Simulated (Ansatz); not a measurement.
`[CH3][Hf]([OH])([OH])[F]` + `C=C(N)CBr` → `[CH3][Hf]([OH])([OH])[Br]` + `C=C(N)CF`  (formal exchange of groups at the Hf–F bond)

Computed with Ansatz on PBE0-D4/def2-TZVP structures; ΔE is electronic, products minus reactants. CCSD(T)/CBS is the MP2 limit (def2-TZVPP, def2-QZVPP) plus CCSD(T) − MP2 in def2-TZVPP, frozen cores. Functionals use def2-TZVPP. B3LYP here is the variant with VWN-RPA as its local correlation; programs differ in this. def2 core potentials past Kr. For Br, Hf outer-core shells are correlated without core-valence functions, which leaves a few kJ/mol of doubt a bond. Scalar relativity is left out up to krypton. Each species was taken in one conformer, which may not be the lowest.

`[CH3][Hf]([OH])([OH])[F]`:

Cartesian coordinates in Å:
```
C -0.153 1.336 -0.826
Hf 0.172 -0.699 0.006
O 1.538 -0.502 1.336
O -1.533 -1.263 0.674
F 0.759 -1.786 -1.462
H -0.486 2.039 -0.055
H 0.768 1.740 -1.262
H -0.915 1.327 -1.614
H 2.129 -0.549 2.080
H -2.280 -1.644 1.123
```

`C=C(N)CBr`:

```xyz
11

C    -0.852   -0.493   -1.157
C    -0.141   -0.220   -0.059
N    -0.307   -0.836    1.168
C     1.009    0.719   -0.128
Br    0.803    2.223    1.120
H    -0.616   -0.017   -2.098
H    -1.662   -1.213   -1.146
H    -1.180   -1.326    1.281
H    -0.104   -0.241    1.958
H     1.940    0.242    0.175
H     1.108    1.161   -1.114
```

`[CH3][Hf]([OH])([OH])[Br]`:

Cartesian coordinates in Å:
```
C -0.052 1.572 0.002
Hf 0.324 -0.603 0.120
O -1.022 -1.268 1.294
O 0.156 -1.226 -1.674
Br 2.662 -0.915 1.043
H 0.030 2.037 0.991
H 0.676 2.059 -0.657
H -1.051 1.797 -0.387
H -1.700 -1.757 1.749
H -0.023 -1.696 -2.482
```

`C=C(N)CF`:

```xyz
11

C     1.264    0.227    0.766
C     0.069    0.142    0.176
N    -0.994    1.000    0.384
C    -0.269   -1.018   -0.702
F    -0.874   -0.577   -1.875
H     1.504    1.020    1.465
H     2.021   -0.522    0.578
H    -1.608    1.094   -0.410
H    -0.755    1.890    0.792
H    -0.988   -1.678   -0.206
H     0.628   -1.578   -0.968
```

(1) Is it downhill or uphill in electronic energy at CCSD(T)/CBS, and by how much? (An estimate is asked.)

(2) What do these levels give: PBE-D4, PBE0-D4, B3LYP-D4, ωB97X-V, ωB97M-V, B2PLYP, B3LYP, MP2/def2-QZVPP, SCS-MP2/def2-QZVPP, HF/CBS(def2), MP2/CBS(def2), CCSD/CBS(def2)? (Best estimate.)

Largest T1 diagnostic among the species: 0.015.

Results:

(1) Ansatz gave: Uphill: ΔE = +11.0 kcal/mol.

(2) Computed: PBE-D4 12.0, PBE0-D4 9.9, B3LYP-D4 11.2, ωB97X-V 10.0, ωB97M-V 10.1, B2PLYP 10.7, B3LYP 10.4, MP2/def2-QZVPP 12.2, SCS-MP2/def2-QZVPP 11.7, HF/CBS(def2) 4.9, MP2/CBS(def2) 12.4, CCSD/CBS(def2) 10.3 kcal/mol.

In def2-TZVPP, CCSD(T) changes the Hartree–Fock value by +5.7 kcal/mol (the triples alone add +0.6 kcal/mol) and MP2 by +7.1 kcal/mol. From PBE to PBE0 (25 % exact exchange), in def2-TZVPP and without D4, ΔE moves by −2.0 kcal/mol. The D4 term adds +0.8 kcal/mol with B3LYP and +0.4 kcal/mol with PBE0; it sums over pairs of atoms, weighted by their polarisabilities, and B3LYP, whose exchange is more repulsive, gets the larger term.
